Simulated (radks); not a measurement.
Question: These are the eigenvalues of the occupied orbitals of an atom or ion with whole-number occupations (eV). All-electron calculation, non-relativistic Kohn-Sham, revTPSS, spin-polarised, spherical densities, point nucleus; meta-GGA in the generalised Kohn-Sham scheme. Program: a radial shooting solver on a logarithmic mesh with Libxc functionals.

orbital  eigenvalue
1s up     -7550.925
1s down   -7550.921
2s up     -905.0832
2s down   -903.7851
2p up     -786.0189
2p down   -784.9050
3s up     -121.2798
3s down   -117.8734
3p up      -85.8140
3p down    -82.3687
3d up      -28.3042
3d down    -25.0267

Which element is it, and in what charge state? The configuration may be excited. Open shells, if any, are filled with parallel spins first.

Answer: Z = 27, cobalt, charge +2: Co2+ in [Ar] 3d7. The list shows which subshells hold electrons but not how many an open one holds; the 1s level, -277.49 hartree, gives Z - s = 23.6 by -(Z - s)^2/2, which with screening narrows Z to a few neighbours, and the depths of the outer levels then fix element, charge and occupations together.
